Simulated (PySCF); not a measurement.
## ZnO and its ions

r²SCAN0; PySCF, no relativity, basis sets Zn def2-TZVPPD, O def2-TZVPPD. Neutral (UKS): triplet (σ ↑, π ↑), Re = 1.850 Å, ωe = 559 cm⁻¹, De = 1.49 eV, HOMO -6.81 eV, LUMO -3.05 eV.

ZnO⁻ (UKS): doublet (σ ↑), Re = 1.753 Å, ωe = 632 cm⁻¹. The energies at the minima are -1854.44753 hartree for ZnO and -1854.51384 for ZnO⁻.

(1) Work out the adiabatic electron affinity, without and with harmonic zero-point energies (1 hartree = 27.2114 eV, 1 eV = 8065.5 cm⁻¹), and the change of the bond length.

States were picked by a PBE0 search and need not be the measured ground states.

Answers

(1) At r²SCAN0: 0.06631 hartree = 1.804 eV between the minima; the zero-point term (559.0 − 632.0)/2 cm⁻¹ = -0.005 eV makes it 1.800 eV. Re changes by -9.7 pm against the neutral. The electron enters a π orbital, and the shorter bond of the ion fits a bonding orbital, or a change in how ionic the bond is.
